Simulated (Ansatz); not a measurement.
Born–Oppenheimer molecular dynamics of Cl2FH3MgO (8 atoms, charge 0, multiplicity 1). It starts from a rough guess of a transition structure, not a stationary point.

Computed with UKS PBE/STO-3G in Ansatz 0.2.0.

- ensemble: NVE (velocity Verlet)
- time step: 0.5 fs
- steps asked: 129
- starting velocities drawn for: 600 K
- seed: 881969

Frames 0.5 fs apart, positions in Å.

Velocities at 45.0 fs (Å/ps):

```
Mg 8.54 -15.28 -7.16
Cl 6.13 -3.08 -2.64
Cl 1.40 14.19 3.92
H -33.88 -6.71 84.61
F -3.79 -0.82 9.89
H -20.52 -16.28 10.23
O -21.90 -0.97 -12.31
H 2.70 31.69 41.76
```

```xyz
8
Properties=species:S:1:pos:R:3 time_fs=45.0 energy_less_start_eV=-1.742 T=2848
Mg 0.272 -1.194 -0.360
Cl 1.811 0.042 -0.818
Cl -0.695 -2.733 -1.101
H -0.400 0.334 1.070
F -0.311 -0.620 1.584
H 0.423 1.161 -0.584
O -0.525 0.904 -0.281
H -1.192 1.511 -0.571
8
Properties=species:S:1:pos:R:3 time_fs=45.5 energy_less_start_eV=-1.678 T=2764
Mg 0.276 -1.201 -0.364
Cl 1.814 0.041 -0.819
Cl -0.694 -2.726 -1.099
H -0.417 0.330 1.113
F -0.313 -0.621 1.589
H 0.414 1.153 -0.579
O -0.535 0.903 -0.287
H -1.195 1.530 -0.552
8
Properties=species:S:1:pos:R:3 time_fs=46.0 energy_less_start_eV=-1.642 T=2716
Mg 0.280 -1.208 -0.366
Cl 1.817 0.039 -0.820
Cl -0.693 -2.719 -1.097
H -0.436 0.324 1.155
F -0.315 -0.621 1.593
H 0.406 1.147 -0.576
O -0.546 0.902 -0.292
H -1.204 1.557 -0.536
8
Properties=species:S:1:pos:R:3 time_fs=46.5 energy_less_start_eV=-1.606 T=2667
Mg 0.284 -1.215 -0.369
Cl 1.821 0.038 -0.822
Cl -0.693 -2.712 -1.096
H -0.455 0.319 1.196
F -0.316 -0.621 1.598
H 0.400 1.142 -0.573
O -0.556 0.900 -0.298
H -1.218 1.589 -0.522
8
Properties=species:S:1:pos:R:3 time_fs=47.0 energy_less_start_eV=-1.540 T=2582
Mg 0.288 -1.222 -0.371
Cl 1.825 0.037 -0.823
Cl -0.693 -2.706 -1.094
H -0.475 0.315 1.235
F -0.318 -0.622 1.601
H 0.395 1.139 -0.572
O -0.567 0.898 -0.303
H -1.235 1.625 -0.510
8
Properties=species:S:1:pos:R:3 time_fs=47.5 energy_less_start_eV=-1.435 T=2447
Mg 0.292 -1.228 -0.372
Cl 1.829 0.036 -0.825
Cl -0.693 -2.700 -1.093
H -0.496 0.313 1.270
F -0.319 -0.623 1.605
H 0.391 1.139 -0.571
O -0.577 0.895 -0.307
H -1.252 1.662 -0.499
8
Properties=species:S:1:pos:R:3 time_fs=48.0 energy_less_start_eV=-1.303 T=2279
Mg 0.295 -1.234 -0.374
Cl 1.833 0.035 -0.827
Cl -0.693 -2.695 -1.091
H -0.517 0.314 1.303
F -0.320 -0.623 1.609
H 0.388 1.140 -0.571
O -0.588 0.892 -0.312
H -1.267 1.698 -0.488
8
Properties=species:S:1:pos:R:3 time_fs=48.5 energy_less_start_eV=-1.166 T=2104
Mg 0.299 -1.239 -0.374
Cl 1.838 0.034 -0.828
Cl -0.694 -2.689 -1.090
H -0.539 0.317 1.331
F -0.321 -0.625 1.612
H 0.385 1.143 -0.572
O -0.599 0.889 -0.316
H -1.278 1.731 -0.477
8
Properties=species:S:1:pos:R:3 time_fs=49.0 energy_less_start_eV=-1.044 T=1947
Mg 0.303 -1.244 -0.374
Cl 1.843 0.033 -0.830
Cl -0.694 -2.684 -1.089
H -0.562 0.323 1.357
F -0.322 -0.626 1.615
H 0.381 1.148 -0.574
O -0.611 0.886 -0.320
H -1.284 1.759 -0.466
8
Properties=species:S:1:pos:R:3 time_fs=49.5 energy_less_start_eV=-0.948 T=1824
Mg 0.306 -1.248 -0.374
Cl 1.848 0.032 -0.832
Cl -0.695 -2.680 -1.089
H -0.585 0.331 1.378
F -0.323 -0.627 1.618
H 0.377 1.154 -0.575
O -0.622 0.883 -0.324
H -1.285 1.780 -0.455
8
Properties=species:S:1:pos:R:3 time_fs=50.0 energy_less_start_eV=-0.884 T=1741
Mg 0.310 -1.252 -0.373
Cl 1.853 0.032 -0.834
Cl -0.697 -2.675 -1.088
H -0.608 0.339 1.396
F -0.324 -0.629 1.620
H 0.370 1.161 -0.577
O -0.634 0.881 -0.327
H -1.281 1.796 -0.443
8
Properties=species:S:1:pos:R:3 time_fs=50.5 energy_less_start_eV=-0.853 T=1701
Mg 0.314 -1.255 -0.371
Cl 1.858 0.031 -0.835
Cl -0.698 -2.672 -1.087
H -0.631 0.347 1.411
F -0.325 -0.631 1.623
H 0.362 1.169 -0.578
O -0.646 0.879 -0.331
H -1.272 1.804 -0.430
```

Of the whole run (64 fs, mean temperature of the second half 2696 K): The conserved energy stayed within 0.96 meV per atom of its start (net change -0.045 meV per atom), so the integration is sound. The system heated up, since it started high on the potential surface and ran downhill. A run of 0.065 ps of so small a system gives no equilibrium averages. The orbitals stay closed-shell, which can raise the energy where a bond breaks towards radicals; this wasn't checked here. Limits of this set-up: minimal basis.

The run took 16 min on 1 CPU thread of a shared host.
